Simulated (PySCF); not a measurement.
C₃H₆O, SMILES C=C(C)O.

Geometry: PBE-D3(BJ)/def2-SVP. The values are those of a single conformer.

Level of theory: PBE-D3(BJ)/def2-SVP (PySCF).

Frequencies are harmonic and unscaled.

```json
[
 {"mode": "1", "ν (cm⁻¹)": "175", "IR (km/mol)": "1.8", "moving atoms (share of kinetic energy)": "H 94 %"},
 {"mode": "2", "ν (cm⁻¹)": "401", "IR (km/mol)": "1.2", "moving atoms (share of kinetic energy)": "C 41 %, H 40 %, O 18 %"},
 {"mode": "3", "ν (cm⁻¹)": "461", "IR (km/mol)": "91.2", "moving atoms (share of kinetic energy)": "H 84 %, C 15 %"},
 {"mode": "4", "ν (cm⁻¹)": "467", "IR (km/mol)": "18.2", "moving atoms (share of kinetic energy)": "H 37 %, C 35 %, O 28 %"},
 {"mode": "5", "ν (cm⁻¹)": "496", "IR (km/mol)": "7.5", "moving atoms (share of kinetic energy)": "H 59 %, C 35 %"},
 {"mode": "6", "ν (cm⁻¹)": "700", "IR (km/mol)": "0.6", "moving atoms (share of kinetic energy)": "H 82 %, C 10 %"},
 {"mode": "7", "ν (cm⁻¹)": "750", "IR (km/mol)": "65.5", "moving atoms (share of kinetic energy)": "H 69 %, C 31 %"},
 {"mode": "8", "ν (cm⁻¹)": "858", "IR (km/mol)": "2.3", "moving atoms (share of kinetic energy)": "C 57 %, H 29 %, O 13 %"},
 {"mode": "9", "ν (cm⁻¹)": "942", "IR (km/mol)": "3.6", "moving atoms (share of kinetic energy)": "H 64 %, C 27 %, O 9 %"},
 {"mode": "10", "ν (cm⁻¹)": "979", "IR (km/mol)": "22.2", "moving atoms (share of kinetic energy)": "H 58 %, C 26 %, O 17 %"},
 {"mode": "11", "ν (cm⁻¹)": "1020", "IR (km/mol)": "1.5", "moving atoms (share of kinetic energy)": "H 62 %, C 38 %"},
 {"mode": "12", "ν (cm⁻¹)": "1168", "IR (km/mol)": "146.6", "moving atoms (share of kinetic energy)": "H 66 %, C 18 %, O 16 %"},
 {"mode": "13", "ν (cm⁻¹)": "1315", "IR (km/mol)": "1.4", "moving atoms (share of kinetic energy)": "H 73 %, C 24 %"},
 {"mode": "14", "ν (cm⁻¹)": "1356", "IR (km/mol)": "47.1", "moving atoms (share of kinetic energy)": "H 70 %, C 26 %"},
 {"mode": "15", "ν (cm⁻¹)": "1391", "IR (km/mol)": "9.2", "moving atoms (share of kinetic energy)": "H 96 %"},
 {"mode": "16", "ν (cm⁻¹)": "1392", "IR (km/mol)": "9.0", "moving atoms (share of kinetic energy)": "C 49 %, H 48 %"},
 {"mode": "17", "ν (cm⁻¹)": "1409", "IR (km/mol)": "6.6", "moving atoms (share of kinetic energy)": "H 94 %"},
 {"mode": "18", "ν (cm⁻¹)": "1686", "IR (km/mol)": "145.0", "moving atoms (share of kinetic energy)": "C 89 %, H 9 %"},
 {"mode": "19", "ν (cm⁻¹)": "2974", "IR (km/mol)": "15.6", "moving atoms (share of kinetic energy)": "H 97 %"},
 {"mode": "20", "ν (cm⁻¹)": "3046", "IR (km/mol)": "8.3", "moving atoms (share of kinetic energy)": "H 91 %, C 9 %"},
 {"mode": "21", "ν (cm⁻¹)": "3084", "IR (km/mol)": "5.0", "moving atoms (share of kinetic energy)": "H 94 %"},
 {"mode": "22", "ν (cm⁻¹)": "3104", "IR (km/mol)": "7.3", "moving atoms (share of kinetic energy)": "H 91 %, C 9 %"},
 {"mode": "23", "ν (cm⁻¹)": "3194", "IR (km/mol)": "6.1", "moving atoms (share of kinetic energy)": "H 90 %, C 10 %"},
 {"mode": "24", "ν (cm⁻¹)": "3688", "IR (km/mol)": "24.2", "moving atoms (share of kinetic energy)": "H 94 %"}
]
```
